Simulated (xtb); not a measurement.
C3H8BFO, SMILES CCB(F)CO. All values are semi-empirical tight-binding results from xtb (GFN2-xTB unless named), good for trends rather than for accurate numbers. Coordinates come from a GFN2-xTB optimisation. The structure was generated by enumeration, and PubChem lists no compound with its InChIKey, so it may never have been made. One conformer was computed; it need not be the lowest.

```
Item                                           Result
--------------------------------------  -------------
orbital gap                                   4.42 eV
dipole moment                                  1.81 D
zero-point energy                       69.6 kcal/mol
G − E(el) at 298.15 K (modified RRHO)   49.2 kcal/mol
static polarisability (D4 model)           56.3 bohr³
solvation energy, GFN2-xTB/ALPB(water)  -4.6 kcal/mol
solvation energy, GFN2-xTB/ALPB(chcl3)  -6.3 kcal/mol
```

Computed IR lines (harmonic; lines under 4 % of the strongest left out, lines within 3 cm⁻¹ merged):
ν (cm⁻¹): 250 (s), 347 (w), 802 (m), 981 (w), 1011 (m), 1027 (m), 1079 (w), 1119 (w), 1135 (m), 1240 (m), 1288 (vs), 1309 (w), 1441 (w), 2826 (m), 2926 (w), 2947 (w), 2968 (w), 3029 (m), 3043 (w), 3049 (w) (against the strongest line: vs over 80 %, s over 45 %, m over 15 %, w over 4 %, vw less)
